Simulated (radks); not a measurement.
Results of a calculation; reference values are marked as such.
Task: The mean radii <r> (bohr) of the occupied orbitals of an atom or ion are listed with their occupations. Level of theory: non-relativistic Kohn-Sham, Slater X-alpha with alpha = 1.045, spin-polarised, spherical densities, point nucleus (a radial shooting solver on a logarithmic mesh with Libxc functionals).

| orbital | occ. | <r> |
|---|---|---|
| 1s up | 1 | 0.3194 |
| 1s down | 1 | 0.3181 |
| 2s up | 1 | 1.537 |

Name the element and its charge. Open shells, if any, are filled with parallel spins first.

Result: Z = 5, boron, charge +2: B2+ in [He] 2s1. The 1s radius gives Z: for a bare nucleus <r> = 1.5/Z, 0.3 bohr for Z = 5, and screening makes it slightly larger (0.3194 here). The occupations add up to 3, and the charge is Z minus that.
